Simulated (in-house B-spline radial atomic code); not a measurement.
The numbers below are computed, except where a source is named.
**Weak and strong correlation along the adiabatic connection**

Two-electron singlets in several external potentials (atomic units), by full CI in B-splines with partial waves to l = 8 (correlation energies up to 0.6 % small). The repulsion is scaled by λ at fixed density; W(λ) is the mean repulsion less the Hartree energy, W(0) = E_x, and the area under W from 0 to 1 is E_xc.

Relative drop (W(λ) − E_x)/E_x:

| system | λ = 0.12 | λ = 0.25 | λ = 0.4 | λ = 0.6 | λ = 0.8 | λ = 1 |
| --- | --- | --- | --- | --- | --- | --- |
| −Z/r, Z = 1 | 0.0368 | 0.0698 | 0.1012 | 0.1348 | 0.1616 | 0.1835 |
| empty sphere, radius 2.16 bohr | 0.0164 | 0.0328 | 0.0502 | 0.0709 | 0.0893 | 0.1057 |
| −Z exp(−kr)/r, Z = 3.59, k = 1.11 | 0.0063 | 0.0128 | 0.0202 | 0.0295 | 0.0384 | 0.0470 |
| −Z/r, Z = 1.95 | 0.0114 | 0.0230 | 0.0356 | 0.0512 | 0.0656 | 0.0788 |
| −V exp(−r²/w²), V = 7.69, w = 6.38 | 0.0205 | 0.0405 | 0.0611 | 0.0850 | 0.1057 | 0.1236 |
| empty sphere, radius 0.328 bohr | 0.0024 | 0.0050 | 0.0080 | 0.0119 | 0.0157 | 0.0195 |
| ω²r²/2, ω = 0.302 | 0.0291 | 0.0563 | 0.0830 | 0.1125 | 0.1366 | 0.1565 |

Problem. Order the systems by how far second-order (GL2) theory, half the initial slope (estimated from the first points of each curve), overshoots the correlation energy, least first.
A. −V exp(−r²/w²), V = 7.69, w = 6.38
B. ω²r²/2, ω = 0.302
C. −Z exp(−kr)/r, Z = 3.59, k = 1.11
D. empty sphere, radius 2.16 bohr
E. −Z/r, Z = 1
F. empty sphere, radius 0.328 bohr
G. −Z/r, Z = 1.95

Solution. F (GL2/E_c = 1.03), C (GL2/E_c = 1.08), G (GL2/E_c = 1.15), D (GL2/E_c = 1.22), A (GL2/E_c = 1.29), B (GL2/E_c = 1.42), E (GL2/E_c = 1.53).

Problem. What else changes along this order?

Solution. The ratio follows the bend of the curve. With it the leading natural occupation goes from 1.999 to 1.889 and −T_c/E_c from 0.97 to 0.66 between the first and the last.
